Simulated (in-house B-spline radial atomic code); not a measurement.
**Removing one electron from the magnesium ion Mg²⁺**

Closed shell [He] 2s2 2p6. Computed with a B-spline radial code for spherical atoms: Koopmans values of Dirac-Hartree-Fock plus a diagonal self-energy, in second order or with its direct term screened (direct RPA, with the hole-particle interaction, or full time-dependent Hartree-Fock), linearised in energy; no-pair Dirac-Coulomb Hamiltonian, finite nucleus. Shifts add to the Koopmans value (the ΔSCF shift is orbital relaxation alone); the final value takes TDHF screening with Breit and QED.

Command:
```bash
python run_mb.py task.json out
```
Settings (nuclear radius in fm, box in bohr, cutoff in hartree):
```
basis_form          2
Z                   12
core_configuration  [He] 2s2 2p6
rms_radius          3.057
mass_number         24
speed_of_light      137.036
box_radius          16.642
lmax                7
intervals           65
virtual_cutoff      600.0
```

Time taken, with all properties: 6.4 s on 1 thread of Arm Neoverse N1, with other jobs on the host.

Energies in eV:

| subshell | Koopmans | ΔSCF shift | second order | direct RPA | hole-particle | TDHF | Breit + QED | final |
| --- | --- | --- | --- | --- | --- | --- | --- | --- |
| 2p3/2 | 81.68 | -3.149 | ? | ? | ? | ? | ? | ? |
| 2p1/2 | 82.00 | -3.175 | -2.299 | -0.729 | -1.394 | -1.528 | -0.029 | 80.44 |
| 2s1/2 | 122.36 | -2.688 | -4.196 | -1.764 | -3.160 | -3.381 | -0.035 | 118.94 |

Question: What does the self-energy do to 2p3/2?

Answer: It shifts the removal energy by -2.272 eV in second order, -0.717 with direct RPA, -1.376 with the hole-particle term and -1.509 with TDHF screening (quasi-particle weight 0.966); Breit and QED add -0.011 eV. The final value is 80.16 eV, against 80.144 eV (NIST, measured).
